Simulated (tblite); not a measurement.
Isomers of C3H7FNSi (doublet state). All values are computed: GFN2-xTB (tblite) harmonic vibrations without scaling, gas phase. The method is semi-empirical: single wavenumbers can be off by several per cent or more. Modes of hydrogen on silicon can be 10 to 20 % off. One conformer each. Open shells enter through the occupations alone, without spin polarisation, and single modes of such species can be off by tens of per cent.

Electronic energies: GFN2-xTB at the same geometries; isomer energies are rough at this level and their order can be wrong.

| SMILES | electronic energy, lowest = 0 (kJ/mol) |
| --- | --- |
| F[C@@H]1C[N][SiH2]C1 | 34.0 |
| F[C@H]1CN[SiH]C1 | 0.0 |
| F[C@H]1[CH][SiH2]NC1 | 41.3 |

How do GFN2-xTB zero-point energies change the relative energies?

```csv
SMILES,ZPE (kJ/mol),of it from modes above 1550 cm⁻¹,electronic (kJ/mol),"with ZPE, lowest = 0 (kJ/mol)",lowest mode (cm⁻¹),rings
F[C@H]1CN[SiH]C1,257.1,122.1,0.0,0.0,101,1
F[C@@H]1C[N][SiH2]C1,244.5,114.8,34.0,21.4,107,1
F[C@H]1[CH][SiH2]NC1,243.4,117.3,41.3,27.6,98,1
```

The zero-point energies span 13.7 kJ/mol, from `F[C@H]1[CH][SiH2]NC1` to `F[C@H]1CN[SiH]C1`. The order is unchanged.

What do entropy and thermal enthalpy add at 298.15 K and 1 bar (rigid rotor, harmonic oscillator, one conformer each)?

```json
{"SMILES": "F[C@H]1CN[SiH]C1", "point group": "C1", "symmetry number": "1", "S (J/(mol K))": "343.4", "H − H(0) (kJ/mol)": "20.13", "ZPE + H − H(0) − TS (kJ/mol)": "174.9"}
{"SMILES": "F[C@@H]1C[N][SiH2]C1", "point group": "C1", "symmetry number": "1", "S (J/(mol K))": "340.5", "H − H(0) (kJ/mol)": "19.98", "ZPE + H − H(0) − TS (kJ/mol)": "163.0"}
{"SMILES": "F[C@H]1[CH][SiH2]NC1", "point group": "C1", "symmetry number": "1", "S (J/(mol K))": "345.6", "H − H(0) (kJ/mol)": "20.76", "ZPE + H − H(0) − TS (kJ/mol)": "161.1"}
```

S holds R ln(2S + 1) for the spin.
